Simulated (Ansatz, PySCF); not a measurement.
Dimer: C2H4 (SMILES C=C) (first 6 atoms) with CH3NO (SMILES NC=O); geometry from B3LYP-D3(BJ)/def2-TZVP, rigid monomers moved along the line of their centres of mass till C1···H10 is 4.50 Å.
(charge 0, multiplicity 1):
```xyz
12

C      0.4519     0.4774     0.7391
C     -0.4232    -0.5141     0.6331
H      1.2096     0.4683     1.5133
H      0.4487     1.3184     0.0556
H     -1.1806    -0.5278    -0.1418
H     -0.3974    -1.3525     1.3186
N     -1.0364     0.3432     5.9914
C     -0.1479    -0.5020     6.5631
O      0.6727    -1.1610     5.9609
H     -1.0408     0.4537     4.9872
H     -1.6911     0.8590     6.5517
H     -0.2420    -0.5373     7.6641
```

Interaction energies are E(AB) − E(A) − E(B) at the monomers' geometry in the complex; basis-set methods are counterpoise corrected.

Cores are frozen in the correlated methods.

The values were computed with Ansatz (a program for electronic structure) with Gaussian orbitals; PySCF for the dispersion terms. Values without a source in brackets are computed.

PBE/def2-TZVPPD gives -2.1 kJ/mol for the interaction energy.

Problem. Predict the shift from PBE, with its sign, for: PBE-D3(BJ)/def2-TZVPPD, r2SCAN/def2-TZVPPD, B3LYP/def2-TZVPPD, wB97M-V/def2-TZVPPD, MP2/aug-cc-pVDZ, CCSD(T)/aug-cc-pVDZ.

Solution. PBE-D3(BJ)/def2-TZVPPD -0.7; r2SCAN/def2-TZVPPD 0.0; B3LYP/def2-TZVPPD 0.5; wB97M-V/def2-TZVPPD -0.6; MP2/aug-cc-pVDZ -0.5; CCSD(T)/aug-cc-pVDZ -0.4 kJ/mol. 2 of 6 lie above PBE; the widest gap is to PBE-D3(BJ)/def2-TZVPPD.
